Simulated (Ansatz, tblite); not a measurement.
Cost and result up the ladder for Al8As7H22⁻, a nanocrystal cut from wurtzite AlAs (hydrogen-capped) (37 atoms). The state is a singlet with charge -1. Geometry: PBE-D4/def2-SVP.

Cartesian coordinates in Å:
```
As -2.521 -3.269 1.193
Al -4.277 -1.885 -0.048
Al -0.133 -2.514 1.484
As 0.481 -1.555 -0.729
As -2.931 0.217 0.021
Al -1.203 0.020 -1.745
Al 2.797 -0.670 -0.512
As 3.278 0.378 -2.755
As 0.089 2.116 -2.040
Al 1.559 1.779 -4.030
As -0.353 -0.484 2.867
Al -2.394 0.927 2.379
Al 1.912 0.528 3.295
As 2.452 1.283 0.955
Al 1.298 3.248 -0.140
H -2.515 -4.705 0.667
H -3.004 -3.605 2.603
H -4.334 -2.552 -1.514
H -5.598 -1.840 0.870
H 0.801 -3.716 1.986
H 0.582 -2.747 -1.680
H -3.870 1.286 -0.540
H -1.763 -0.583 -3.121
H 3.907 -1.761 -0.129
H 3.871 -0.691 -3.673
H 4.569 1.168 -2.551
H -0.974 3.107 -2.517
H 0.942 0.751 -5.107
H 2.298 3.120 -4.525
H -0.698 -1.128 4.212
H -3.569 0.339 3.315
H -2.021 2.485 2.416
H 2.928 -0.662 3.685
H 1.773 1.802 4.267
H 3.900 1.765 1.080
H 0.246 3.915 0.867
H 2.473 4.131 -0.807
```

Ansatz on 2 threads of AMD EPYC 7R13 on a shared host and a share (18 GiB) of an NVIDIA H100 80GB HBM3; xTB runs through tblite on one thread. Times are rough, summed over both states, and most runs start from the orbitals of an earlier one. PBE0-D4/def2-TZVP serves as the yardstick here, not as an exact answer. The other state is a doublet.

The xTB rows come from tblite. Single mean-field runs in def2-TZVP are fitted with def2-universal-jkfit. HOMO above LUMO, or a gap near zero within one spin, warns that the state may not be the lowest or that an electron is smeared out.

Raw xTB energies of ions are shifted by several eV.

```json
{"level": "GFN2-xTB", "functions": "157", "wall time": "0.45 s"}
{"level": "GFN1-xTB", "functions": "179", "wall time": "0.49 s"}
{"level": "revPBE-D4/def2-TZVP", "functions": "764", "wall time": "30 s"}
{"level": "PBE0-D4/def2-TZVP", "functions": "764", "wall time": "38 s"}
{"level": "PBE-D4/def2-TZVP (with forces)", "functions": "764", "wall time": "68 s"}
```

Q: Estimate what each level gives for the vertical IE (eV).

A: 
```json
{"level": "GFN2-xTB", "vertical IE (eV)": "8.49", "difference from PBE0-D4/def2-TZVP (eV)": "3.05", "remarks": "–"}
{"level": "GFN1-xTB", "vertical IE (eV)": "8.99", "difference from PBE0-D4/def2-TZVP (eV)": "3.55", "remarks": "–"}
{"level": "revPBE-D4/def2-TZVP", "vertical IE (eV)": "4.99", "difference from PBE0-D4/def2-TZVP (eV)": "-0.45", "remarks": "gap within one spin near zero (doublet)"}
{"level": "PBE0-D4/def2-TZVP", "vertical IE (eV)": "5.44", "difference from PBE0-D4/def2-TZVP (eV)": "0.00", "remarks": "–"}
{"level": "PBE-D4/def2-TZVP (with forces)", "vertical IE (eV)": "4.94", "difference from PBE0-D4/def2-TZVP (eV)": "-0.51", "remarks": "gap within one spin near zero (doublet)"}
```
